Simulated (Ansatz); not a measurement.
Geometry optimisation, RKS PBE-D4/def2-SVPD (Ansatz 0.2.0).

The input (input.yaml):

```yaml
crystal:
  periodic: [false, false, false]
  atoms:
    - { symbol: "N", position_ang: [-0.6162, 0.4288, -0.6871] }
    - { symbol: P, position_ang: [-0.4689, 0.1309, 1.0519] }
    - { symbol: Te, position_ang: [0.8872, -1.896, 0.6628] }
    - { symbol: H, position_ang: [-1.322, -0.1724, -1.0556] }
    - { symbol: H, position_ang: [-1.0621, 1.4285, -0.7927] }
    - { symbol: H, position_ang: [0.6823, 1.0287, 1.196] }
    - { symbol: H, position_ang: [1.9609, -1.0167, -0.4208] }
basis:
  gaussian: { orbitals: def2-SVPD }
hamiltonian:
  xc: pbe
  dispersion: d4
relax:
  f_tol: 0.015
  max_steps: 40
```

Run as:

```bash
$ ansatz run input.yaml --threads 2 --pin off --max-ram 3072MiB --backend cpu --events-out ev --progress --plain --runs-dir out
```

Task: Where does it end, and by what steps?

Result: The forces met the threshold. After 14 steps the energy has fallen by 0.516 eV; H5 moved furthest, 0.91 Å.

```json
{"step": "0", "energy less start (eV)": "0.0000", "largest force component (eV/Å)": "3.443", "accepted": "yes"}
{"step": "1", "energy less start (eV)": "-0.1706", "largest force component (eV/Å)": "0.794", "accepted": "yes"}
{"step": "2", "energy less start (eV)": "-0.2268", "largest force component (eV/Å)": "0.892", "accepted": "yes"}
{"step": "3", "energy less start (eV)": "-0.2730", "largest force component (eV/Å)": "0.233", "accepted": "yes"}
{"step": "4", "energy less start (eV)": "-0.2984", "largest force component (eV/Å)": "0.294", "accepted": "yes"}
{"step": "5", "energy less start (eV)": "-0.3348", "largest force component (eV/Å)": "0.294", "accepted": "yes"}
{"step": "6", "energy less start (eV)": "-0.3352", "largest force component (eV/Å)": "0.945", "accepted": "yes"}
{"step": "7", "energy less start (eV)": "-0.4082", "largest force component (eV/Å)": "0.303", "accepted": "yes"}
{"step": "8", "energy less start (eV)": "-0.4114", "largest force component (eV/Å)": "0.796", "accepted": "yes"}
{"step": "9", "energy less start (eV)": "-0.4150", "largest force component (eV/Å)": "1.729", "accepted": "yes"}
{"step": "10", "energy less start (eV)": "-0.5065", "largest force component (eV/Å)": "0.380", "accepted": "yes"}
{"step": "11", "energy less start (eV)": "-0.5156", "largest force component (eV/Å)": "0.089", "accepted": "yes"}
{"step": "12", "energy less start (eV)": "-0.5163", "largest force component (eV/Å)": "0.058", "accepted": "yes"}
{"step": "13", "energy less start (eV)": "-0.5156", "largest force component (eV/Å)": "0.067", "accepted": "no"}
{"step": "14", "energy less start (eV)": "-0.5165", "largest force component (eV/Å)": "0.008", "accepted": "yes"}
```

```xyz
7
Properties=species:S:1:pos:R:3
N -1.074 0.682 -0.485
P -0.534 -0.027 0.995
Te 1.129 -1.918 0.492
H -1.876 0.213 -0.910
H -0.393 0.959 -1.196
H 0.507 0.934 1.236
H 2.303 -0.911 -0.177
```

Whether the end is a true minimum wasn't checked by a vibrational analysis.

The run took 20 s on 2 threads of AMD EPYC 9R14 (Zen 4) (shared host), peak memory 0.16 GiB.
